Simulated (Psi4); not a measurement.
**A ladder of methods for VNHF3 (SMILES [NH]=[V]([F])([F])[F])**

The species is VNHF3 (6 atoms), meant as a singlet with charge 0. SMILES: `[NH]=[V]([F])([F])[F]`. Geometry: optimised at PBE0/def2-TZVP.

Quantity: the HOMO–LUMO gap, in eV. The values are calculated.

```csv
level,kind,program,value (eV),CPU time
PBE-D4/def2-TZVPP (density fitting),GGA,Psi4,3.83,63 s
r2SCAN-D4/def2-TZVPP (density fitting),meta-GGA,Psi4,4.14,2.6 min
B3LYP-D4/def2-TZVPP (density fitting),global hybrid,Psi4,5.77,59 s
PBE0-D4/def2-TZVPP (density fitting),global hybrid,Psi4,6.34,49 s
wB97M-V/def2-TZVPP (density fitting),range-separated hybrid,Psi4,11.07,3.6 min
```

The values span 3.83 to 11.07 eV. Orbital gaps aren't excitation energies; they tend to grow with the share of exact exchange. Times are those of the runs behind each value, whatever else they computed, on shared processors of several kinds: orders of magnitude only.
